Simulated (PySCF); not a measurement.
**Computed structure and properties of [YI2]+**

System: [YI2]+ (singlet); start: template (C2v). Method: PySCF 2.14.0, RKS PBE0, Y def2-SVP with ECP28, I def2-SVP with ECP28; non-relativistic Hamiltonian with scalar-relativistic core potentials where named; density fitting; no spin-orbit coupling.

Input of the relaxation:

```python
mol = gto.M(atom='''
Y      0.00000     0.00000    -0.87781
I      2.64850    -0.00000     0.30749
I     -2.64850     0.00000     0.30749''',
    basis={'Y': 'def2-SVP', 'I': 'def2-SVP'},
    ecp={'Y': 'def2-SVP', 'I': 'def2-SVP'},
    charge=1, spin=0)
mf = dft.RKS(mol, xc='PBE0')
mf.grids.atom_grid = (50, 194)
mf = mf.density_fit()  # fitting sets: Y def2-universal-JKFIT, I def2-universal-JKFIT
mf.conv_tol = 1e-08; mf.max_cycle = 55
mf.kernel(dm0)  # dm0: converged density of the start geometry
# quasi-Newton relaxation in Cartesian coordinates to a largest gradient under 0.00045 Eh/bohr, steps kept in the point group
```

Run from Python with OMP_NUM_THREADS=2; the lines above give its settings. Where DIIS fails, smearing, a level shift and second-order steps follow.
It took 26 s on 2 threads of Intel(R) Xeon(R) Platinum 8259CL CPU @ 2.50GHz (Skylake/Cascade Lake), with other jobs on the host, from the converged density of the start.

Course of the relaxation:

| step | energy above end (eV) | largest force component within the symmetry (eV/Å) |
| --- | --- | --- |
| 0 | 0.4379 | 1.595 |
| 1 | 0.1780 | 0.901 |
| 2 | 0.0666 | 0.489 |
| 3 | 0.0359 | 0.271 |
| 4 | 0.0043 | 0.170 |
| 5 | 0.0005 | 0.058 |
| 6 | 0.0000 | 0.003 |

Relaxed geometry (C2v):

```xyz
3

Y     0.0000    0.0000   -1.1012
I     2.2306    0.0000    0.4192
I    -2.2306    0.0000    0.4192
```

```json
{"contact": "Y1–I2 (I)", "Å": "2.699"}
{"contact": "Y1–I3 (I)", "Å": "2.699"}
```

On the finer grid (75, 302):

| Item | Value |
| --- | --- |
| HOMO | -11.98 eV |
| LUMO | -7.70 eV |
| Dipole about the centre of mass | 8.08 D |
| Set of Mulliken populations of Y1 outside the core potential | s 2.34, p 6.23, d 1.34, f 0.06 |
| D3(BJ) dispersion energy (not in the energies) | -0.135 eV |

| atom | Mulliken (e) | Löwdin (e) | spin (e) |
| --- | --- | --- | --- |
| Y1 | 1.03 | 0.23 | 0.00 |
| I2 | -0.02 | 0.38 | 0.00 |
| I3 | -0.02 | 0.38 | 0.00 |

On the grid (50, 194), as all that follows. Harmonic modes: a minimum within the noise of the softest modes; lowest 46 cm⁻¹ (negative: unstable), highest 269 cm⁻¹, zero-point energy 0.034 eV.

Taking off one I (charge -1, singlet; the rest: singlet) in vacuum, both parts rigid, costs 12.83 eV; the small basis without counterpoise inflates it. Most of it is the attraction of opposite charges; other ways to part are cheaper, and one spin state was tried for the rest.

Rigid scan of I along the line from its metal:

```csv
distance to I2 (Å),energy (eV)
2.40,0.791
2.50,0.309
2.60,0.068
2.70,0.000
2.80,0.054
2.90,0.193
3.10,0.622
3.40,1.415
3.80,2.442
4.30,3.450
```

One start shape was tried, so this needn't be the lowest isomer.
